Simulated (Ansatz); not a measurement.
`[CH3][GeH]([CH3])[Cl]` → `CCl` + `[CH3][GeH]` at 700 K and 1 bar (germylene formation by 1,1-elimination).

Program: Ansatz. Geometries: PBE0-D4/def2-TZVP. ΔE: electronic, gas phase. CCSD(T)/CBS adds triple-zeta CCSD(T) − MP2 to the extrapolated MP2 energy (def2 sets, frozen cores). This one scheme is used for every species. For Ge outer-core shells are correlated without core-valence functions, which leaves a few kJ/mol of doubt a bond. Scalar relativity is left out up to krypton.

| species | CCSD(T)/CBS energy (Eh) | H − E (kJ/mol) | S (J/(mol·K)) |
| --- | --- | --- | --- |
| `[CH3][GeH]([CH3])[Cl]` | -2616.27253 | 295.7 | 470.8 |
| `CCl` | -499.63220 | 131.4 | 278.6 |
| `[CH3][GeH]` | -2116.52215 | 151.1 | 334.8 |

H − E and S are ideal-gas, rigid-rotor, harmonic terms from PBE0-D4/def2-TZVP. 1 Eh = 2625.50 kJ/mol, R = 8.31446 J/(mol·K).

**Question.** By hand: ΔE, ΔH, ΔS and ΔG.

**Answer.** ΔE = (-499.63220) + (-2116.52215) − (-2616.27253) = 0.11818 Eh = 310.3 kJ/mol. Δ(H − E) = 131.4 + 151.1 − 295.7 = -13.2, so ΔH = 297.1 kJ/mol. ΔS = 278.6 + 334.8 − 470.8 = 142.6 J/(mol·K). ΔG = 297.1 − 700 × (142.6)/1000 = 197.3 kJ/mol.

**Question.** By hand: the equilibrium constant, and the temperature at which ΔG would vanish if ΔH and ΔS stayed fixed.

**Answer.** log₁₀ K = −ΔG/(RT ln 10) = -14.7. ΔG = 0 at ΔH/ΔS = 2083 K.

The number of gas molecules changes by +1, which sets the sign of ΔS. A doubt of 5 kJ/mol in ΔE shifts log₁₀ K by 0.4 here. These are equilibria of isolated gas molecules and say nothing of rates. Largest T1 diagnostic: 0.011 (customary marks: 0.02 for closed shells, 0.045 for open ones).
